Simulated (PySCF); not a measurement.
Members of one series of related molecules.

All values: PBE0/def2-SVPD (PySCF) at GFN2-xTB geometries, gas phase, one conformer each. Core orbitals are frozen in the response; Δα² is half the sum of the squared differences of the principal polarisabilities.

Question: Rank by HOMO–LUMO gap, lowest first.
A. `Cc1cpcnc1[SiH3]`
B. `CC1=C(Cl)N=CP=C1`
C. `n1cpc(c(c1)C)C=O`

Answer: C (4.55 eV), A (4.81 eV), B (5.29 eV).

Question: Rank by polarisability anisotropy Δα, lowest first.
A. `N#Cc1c(cpcn1)C`
B. `[CH2:1]=[CH:2][c:3]1[p:4][cH:5][n:6][cH:7][c:8]1[CH3:9]` with C1–C2–C3–P4 -2°
C. `Cc1cncpc1`
D. `CC1=C([SiH3])N=CP=C1`
E. `[CH3:1][c:2]1[cH:3][n:4][cH:5][p:6][c:7]1[CH:8]=[O:9]` with P6–C7–C8–O9 180°

Answer: C (7.60 Å³), E (9.72 Å³), D (10.30 Å³), B (11.06 Å³), A (11.63 Å³).

All values together:

| SMILES | change | formula | μ (D) | HOMO (eV) | LUMO (eV) | α (Å³) | Δα (Å³) | electrons | α per electron (Å³) |
| --- | --- | --- | --- | --- | --- | --- | --- | --- | --- |
| Cc1cncpc1 | parent | C5H6NP | 2.40 | -6.98 | -1.80 | 13.04 | 7.60 | 58 | 0.225 |
| Cc1cpcnc1C#N | H replaced by CN | C6H5N2P | 4.30 | -7.71 | -2.84 | 15.79 | 11.63 | 70 | 0.226 |
| Cc1cncpc1C=O | H replaced by CHO | C6H6NOP | 1.04 | -7.46 | -2.91 | 15.46 | 9.72 | 72 | 0.215 |
| Cc1cpcnc1[SiH3] | H replaced by SiH3 | C5H8NPSi | 2.04 | -6.82 | -2.01 | 17.45 | 10.30 | 74 | 0.236 |
| Cc1cpcnc1Cl | H replaced by Cl | C5H5ClNP | 2.35 | -7.32 | -2.03 | 15.47 | 10.12 | 74 | 0.209 |
| C=Cc1pcncc1C | H replaced by vinyl | C7H8NP | 2.69 | -6.98 | -2.26 | 17.16 | 11.06 | 72 | 0.238 |

Conformers: `[CH3:1][c:2]1[cH:3][n:4][cH:5][p:6][c:7]1[CH:8]=[O:9]` with P6–C7–C8–O9 180°; `[CH2:1]=[CH:2][c:3]1[p:4][cH:5][n:6][cH:7][c:8]1[CH3:9]` with C1–C2–C3–P4 -2°.

Give the shifts from the parent, `Cc1cncpc1`.

```csv
SMILES,change in μ (D),change in HOMO (eV),change in LUMO (eV),change in mean α (Å³)
Cc1cpcnc1C#N,+1.90,-0.73,-1.04,+2.75
Cc1cncpc1C=O,-1.36,-0.48,-1.11,+2.42
Cc1cpcnc1[SiH3],-0.36,+0.16,-0.21,+4.41
Cc1cpcnc1Cl,-0.05,-0.34,-0.23,+2.43
C=Cc1pcncc1C,+0.29,0.00,-0.46,+4.12
```

How closely does the mean polarisability follow the number of electrons in this set?

The correlation coefficient is 0.85; α per electron runs from 0.209 to 0.238 Å³.
